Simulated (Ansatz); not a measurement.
Cost and result for the atomization energy of BFH3ISi, SMILES `B[SiH](F)I` (7 atoms, 6 bonds).

Total charge 0; spin multiplicity 1. Correlated methods include outer-core shells of I, which these sets cover unevenly. I: def2 effective core potential. The structure was optimised at the PBE0-D4/def2-TZVP level. Program: Ansatz. All runs use 2 threads of an Arm Neoverse V1 on a shared host. Times are those of one run each, without the atoms' runs, and a repeat can differ threefold. Electronic energies, without spin–orbit coupling; frozen cores. CCSD(T)/CBS adds CCSD(T) − MP2 in def2-TZVPP to the MP2 limit, and its time is that of the two runs behind it. T1 = 0.012. With those shells the extrapolation isn't a true limit. B3LYP takes the VWN-RPA correlation (the form of Gaussian; ORCA's B3LYP/G).

CCSD(T)/CBS is a level of theory with its own doubt, some kJ/mol a heavy atom from the limit and from the frozen cores, so smaller differences don't rank the functionals.

```json
{"level": "MP2/def2-QZVPP", "functions": "356", "atomization (kcal/mol)": "543.9", "difference from CCSD(T)/CBS": "6.9", "per bond": "1.2"}
{"level": "r2SCANh-D4/def2-TZVPP", "functions": "196", "atomization (kcal/mol)": "536.9", "difference from CCSD(T)/CBS": "-0.1", "per bond": "0.0"}
{"level": "ωB97X-V/def2-TZVPP", "functions": "196", "atomization (kcal/mol)": "536.3", "difference from CCSD(T)/CBS": "-0.7", "per bond": "-0.1"}
{"level": "B2PLYP/def2-TZVPP", "functions": "196", "atomization (kcal/mol)": "528.2", "difference from CCSD(T)/CBS": "-8.8", "per bond": "-1.5"}
{"level": "ωB97M-V/def2-TZVPP (with forces)", "functions": "196", "atomization (kcal/mol)": "534.9", "difference from CCSD(T)/CBS": "-2.1", "per bond": "-0.4"}
{"level": "CCSD(T)/def2-SVP", "functions": "87", "atomization (kcal/mol)": "492.8", "difference from CCSD(T)/CBS": "-44.2", "per bond": "-7.4"}
{"level": "PBE-QIDH/def2-TZVPP", "functions": "196", "atomization (kcal/mol)": "533.0", "difference from CCSD(T)/CBS": "-4.0", "per bond": "-0.7"}
{"level": "PBE-D4/def2-TZVPP (with forces)", "functions": "196", "atomization (kcal/mol)": "543.0", "difference from CCSD(T)/CBS": "6.0", "per bond": "1.0"}
{"level": "CCSD(T)/def2-TZVPP", "functions": "196", "atomization (kcal/mol)": "520.3", "difference from CCSD(T)/CBS": "-16.7", "per bond": "-2.8"}
{"level": "LDA (SPW92)/def2-TZVPP", "functions": "196", "atomization (kcal/mol)": "609.6", "difference from CCSD(T)/CBS": "72.6", "per bond": "12.1"}
{"level": "B3LYP-D4/def2-TZVPP (with forces)", "functions": "196", "atomization (kcal/mol)": "533.2", "difference from CCSD(T)/CBS": "-3.8", "per bond": "-0.6"}
{"level": "BLYP-D4/def2-TZVPP", "functions": "196", "atomization (kcal/mol)": "531.6", "difference from CCSD(T)/CBS": "-5.4", "per bond": "-0.9"}
{"level": "CCSD(T)/CBS(def2)", "functions": "–", "atomization (kcal/mol)": "537.0", "difference from CCSD(T)/CBS": "0.0", "per bond": "0.0"}
```

(1) Order the runs by time, with rough figures. (Estimate.)

## Answers

(1) Ansatz gave: LDA (SPW92)/def2-TZVPP 1.5 s; BLYP-D4/def2-TZVPP 2.5 s; PBE-D4/def2-TZVPP (with forces) 3.2 s; CCSD(T)/def2-SVP 5.5 s; B3LYP-D4/def2-TZVPP (with forces) 6 s; r2SCANh-D4/def2-TZVPP 6.5 s; B2PLYP/def2-TZVPP 7 s; PBE-QIDH/def2-TZVPP 7.5 s; ωB97X-V/def2-TZVPP 11 s; ωB97M-V/def2-TZVPP (with forces) 15 s; MP2/def2-QZVPP 20 s; CCSD(T)/def2-TZVPP 2.3 min; CCSD(T)/CBS(def2) 2.6 min.

From BLYP to BHLYP (50 % exact exchange), in def2-TZVPP and without D4, the atomization energy moves by −7.6 kcal/mol: exact exchange takes away binding that semilocal exchange gives to molecules. At CCSD(T), def2-SVP lies −44.2 kcal/mol from the extrapolated value and def2-TZVPP −16.8 kcal/mol: correlation converges slowly with the basis, and small sets miss more of it in the bonded molecule than in its fragments. Leaving LDA and LC-ωPBE aside and taking each functional with its dispersion term where it has one, the values, not all of them listed here, spread over 21.9 kcal/mol, from BHLYP-D4 to PBE-D4. LDA lies +70.8 kcal/mol from PBE without D4, its usual overbinding.

Spin–orbit coupling would lower the free I atoms strongly, and the atomization energy with them, by more than many differences here.
